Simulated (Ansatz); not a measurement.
Basis sets compared for In₆P₇H₂₀⁺, a cluster cut from zinc blende InP (hydrogen-capped). The state is a singlet with charge 1. Geometry PBE-D4/def2-SVP. Ansatz on 2 threads of AMD EPYC 7R13 on a shared host and a share (18 GiB) of an NVIDIA H100 80GB HBM3; times are rough, and most runs start from earlier orbitals.

```xyz
33

P    -1.936   -2.016   -2.477
P     2.346    3.510    0.771
P     1.767   -1.421   -1.026
P    -0.465    1.762   -1.420
P    -3.333   -0.328    0.746
P     0.494    0.317    2.235
P    -0.997   -3.428    1.096
In    1.712    3.301   -1.788
In    0.107   -0.335   -2.741
In   -3.107   -2.714   -0.257
In    2.845    1.595    2.527
In    1.213   -2.000    1.472
In   -1.398    1.496    0.958
H    -1.682   -3.215   -3.217
H    -2.984   -1.507   -3.309
H     1.474    4.469    1.380
H     3.530    4.318    0.780
H     2.490   -2.492   -1.639
H     2.837   -0.476   -0.933
H    -1.541    2.345   -2.167
H    -4.455    0.269    0.085
H    -3.945   -0.498    2.029
H    -0.042    0.087    3.544
H    -0.658   -4.756    0.680
H    -1.484   -3.764    2.399
H     2.822    2.112   -2.409
H     1.156    4.821   -2.386
H     0.636   -0.340   -4.383
H    -4.455   -3.784   -0.325
H     3.894    0.497    1.677
H     2.865    2.247    4.124
H     2.386   -2.973    2.280
H    -2.093    2.899    1.695
```

In the def2 sets In takes a core potential; there is no spin–orbit coupling. Single mean-field runs in def2-TZVP are fitted with def2-universal-jkfit.

```csv
level,functions,energy (Eh),HOMO (eV),LUMO (eV),wall time
PBE-D4/def2-SVP,382,-3540.4115,-8.79,-5.00,17 s
PBE0-D4/def2-SVP,382,-3540.6549,-9.80,-4.24,16 s
```

(1) Estimate the rows for PBE-D4/def2-TZVP, PBE0-D4/def2-TZVP (with forces).

Results:

(1) 
```
                          level  functions  energy (Eh)  HOMO (eV)  LUMO (eV)  wall time
               PBE-D4/def2-TZVP        679   -3541.2856      -8.84      -5.12       18 s
PBE0-D4/def2-TZVP (with forces)        679   -3541.5109      -9.83      -4.34       18 s
```
